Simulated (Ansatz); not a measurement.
Frontier orbitals of C₂H₆Cl₄Ga₂O₂, SMILES `C[O+]1[Ga-]([Cl])([Cl])[O+](C)[Ga-]1([Cl])[Cl]`.

```tsv
atom	x (Å)	y (Å)	z (Å)
C1	0.513	2.332	-1.057
O2	0.466	1.094	-0.349
Ga3	0.710	-0.651	-1.090
Cl4	-0.163	-0.726	-3.033
Cl5	2.622	-1.527	-0.744
O6	-0.467	-1.095	0.349
C7	-0.511	-2.332	1.059
Ga8	-0.712	0.650	1.089
Cl9	-2.624	1.525	0.737
Cl10	0.155	0.729	3.034
H11	1.423	2.867	-0.783
H12	0.505	2.142	-2.132
H13	-0.361	2.934	-0.805
H14	-1.417	-2.872	0.782
H15	0.367	-2.930	0.811
H16	-0.508	-2.140	2.133
```

Total charge 0; spin multiplicity 1. Correlated methods include outer-core shells of Ga, which these sets cover unevenly. Scalar relativity is left out up to krypton. All single points use the PBE0-D4/def2-TZVP geometry. Basis def2-TZVPP, Ansatz.

| functional | HOMO (eV) | LUMO (eV) |
| --- | --- | --- |
| r2SCANh | -8.57 | -1.61 |

(1) Give HOMO and LUMO (eV) with LDA (SPW92), PBE, revPBE, BLYP, r2SCAN, B97M-V, PBE0, B3LYP, r2SCAN0, HSE06 (plane-wave form), BHLYP, CAM-B3LYP, LC-ωPBE, ωB97X-V, ωB97M-V, HF. (Estimate.)

Answers

(1) The calculation gave: 
```
             functional    HOMO   LUMO
            LDA (SPW92)   -7.80  -2.60
                    PBE   -7.65  -2.26
                 revPBE   -7.59  -2.10
                   BLYP   -7.48  -2.17
                 r2SCAN   -8.04  -1.96
                 B97M-V   -8.13  -2.02
                   PBE0   -9.11  -1.26
                  B3LYP   -8.81  -1.56
                r2SCAN0   -9.36  -1.08
HSE06 (plane-wave form)   -8.71  -1.63
                  BHLYP  -10.37  -0.24
              CAM-B3LYP  -10.47  -0.24
                LC-ωPBE  -11.94   1.08
                ωB97X-V  -11.55   0.89
                ωB97M-V  -11.38   0.67
                     HF  -12.43   2.48
```

B3LYP here is the variant with VWN-RPA as its local correlation; programs differ in this. LC-ωPBE has ω = 0.4 bohr⁻¹. Positive LUMOs are unbound and depend on the basis.
